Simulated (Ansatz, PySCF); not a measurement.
Species: PbCl2, charge 0, multiplicity 3. This is an excited triplet: at this geometry the singlet lies 1.35 eV lower at RI-MP2/CBS(def2-TZVPPD,def2-QZVPPD)+[CCSD(T)-MP2]/def2-TZVPPD. 
Structure (B3LYP-D3(BJ)/def2-TZVP (Ansatz, a program for electronic structure) minimum search):
```xyz
3

Pb    -0.0087     0.0105     0.6883
Cl     0.8830     1.0019    -1.6648
Cl    -0.8410    -1.0525    -1.6552
```
Charge 0, spin multiplicity 3.

Total electronic energies in hartree. Valence correlation only, unless marked. UHF or UKS for open shells. No spin-orbit coupling. Frozen are the shells of the preceding noble gas and the d and f shells that filled before the atom's block. Past Kr the def2 sets carry scalar-relativistic core potentials. CBS marks a two-point X^-3 extrapolation of the correlation energy; Hartree-Fock from the larger set. [CCSD(T)-MP2]/basis is that difference in the basis named. The program attaches cautions to a run behind CCSD(T)/def2-SVP: other roots.

```tsv
level	program	energy (Eh)
HF-D3(BJ)/def2-TZVPD	PySCF + dftd3	-1110.90538
BLYP-D3(BJ)/def2-TZVPD	Ansatz + dftd3	-1113.30376
BLYP/def2-TZVPD	Ansatz	-1113.29507
BP86/def2-TZVPD	PySCF	-1113.55805
TPSS-D4/def2-TZVPD	PySCF + dftd4	-1113.30808
M06-L/def2-TZVPD	PySCF	-1113.41677
r2SCAN-D3(BJ)/def2-TZVPD	Ansatz + dftd3	-1113.34611
PBE0-D4/def2-TZVPD	Ansatz + dftd4	-1113.01108
BHLYP/def2-TZVPD	Ansatz	___
HSE06/def2-TZVPD	Ansatz	___
CAM-B3LYP/def2-TZVPD	Ansatz	___
B2PLYP/def2-TZVPD	Ansatz	-1112.72309
RI-MP2/CBS(def2-TZVPP,def2-QZVPP)	Ansatz	-1111.4095
CCSD(T)/def2-SVP	Ansatz	-1110.90173
RI-MP2/CBS(def2-TZVPPD,def2-QZVPPD)+[CCSD(T)-MP2]/def2-TZVPPD	Ansatz	-1111.4705
```

**Question.** What belongs in the gaps?

**Answer.** 
- BHLYP/def2-TZVPD, energy (Eh): -1113.18782
- HSE06/def2-TZVPD, energy (Eh): -1112.99200
- CAM-B3LYP/def2-TZVPD, energy (Eh): -1113.30490
